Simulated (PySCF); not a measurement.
**ZnH: frontier orbitals**

PBE at R = 1.606 Å; Zn def2-SVPD, H def2-SVPD; no relativity (PySCF 2.14). State: ²Σ⁺ (doublet), unpaired electrons σ ↑. Only the outer orbitals are listed, counted within each symmetry.

| spin | orbital | occ. | ε (eV) | on Zn (%) | main shells (%) |
| --- | --- | --- | --- | --- | --- |
| α | 6σ | 1 | -11.27 | 88 | 89 Zn d, 11 H s |
| α | 1δ | 1 | -10.86 | 100 | 100 Zn d |
| α | 1δ | 1 | -10.86 | 100 | 100 Zn d |
| α | 3π | 1 | -10.85 | 99 | 99 Zn d |
| α | 3π | 1 | -10.85 | 99 | 99 Zn d |
| α | 7σ | 1 | -8.11 | 72 | 58 Zn s, 30 H s |
| α | 8σ | 1 | -4.41 | 77 | 40 Zn p, 36 Zn s, 20 H s |
| α | 4π | 0 | -1.53 | 99 | 99 Zn p |
| α | 4π | 0 | -1.53 | 99 | 99 Zn p |
| α | 9σ | 0 | 1.37 | 106 | 78 Zn p, 27 Zn s |
| β | 6σ | 1 | -11.06 | 92 | 92 Zn d |
| β | 1δ | 1 | -10.79 | 100 | 100 Zn d |
| β | 1δ | 1 | -10.79 | 100 | 100 Zn d |
| β | 3π | 1 | -10.77 | 99 | 99 Zn d |
| β | 3π | 1 | -10.77 | 99 | 99 Zn d |
| β | 7σ | 1 | -7.55 | 76 | 63 Zn s, 26 H s, 8 Zn p |
| β | 8σ | 0 | -3.12 | 74 | 39 Zn s, 34 Zn p, 24 H s |
| β | 4π | 0 | -1.08 | 96 | 96 Zn p |
| β | 4π | 0 | -1.08 | 96 | 96 Zn p |

Q: Which are the highest filled and the lowest empty level, where do they sit, and how wide is the gap?

A: Highest filled α 8σ at -4.41 eV (in %: 40 Zn p, 36 Zn s, 20 H s); lowest empty β 8σ at -3.12 eV (in %: 39 Zn s, 34 Zn p, 24 H s); the gap at PBE is 1.29 eV.

- bond order (Mayer): 0.87
- ⟨S²⟩: 0.754
- charge on Zn (Mulliken, basis-dependent): -0.02
- charge on Zn (Löwdin, basis-dependent): 0.30
- dipole moment (positive dipole means Zn(−)H(+)): -0.51 D
- polarisability along the bond: 43.2 bohr³
- polarisability across the bond: 36.6 bohr³

Shares are Mulliken populations and can fall outside 0 to 100 %.

The state was picked by a PBE0 search and need not be the measured ground state.
